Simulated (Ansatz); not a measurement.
A structure relaxed at PBE0-D4/def2-TZVP, charge 0, multiplicity 1:

```xyz
11

C     2.255   -1.765    0.004
C     1.447   -0.872   -0.159
Ti    0.069    0.604   -0.407
O     0.716    2.151    0.171
O    -0.388    0.736   -2.115
C    -1.540    0.053    0.711
C    -2.488   -0.297    1.385
H     2.962   -2.551    0.149
H     1.053    2.437    1.022
H    -0.765    0.109   -2.737
H    -3.320   -0.606    1.978
```

Give its formula and SMILES.

C4H4O2Ti, `C#[C][Ti]([OH])([OH])[C]#C`.

Point group (tolerance 0.08 Å, 0.16 Å for H)?

C2v.

Summarise the bond lengths by kind.

2 × C–C 1.215 Å; 2 × C–H 1.067 Å; 2 × C–Ti 2.035 Å; 2 × O–Ti 1.773 Å; 2 × H–O 0.959 Å.

All numbers were calculated with Ansatz.
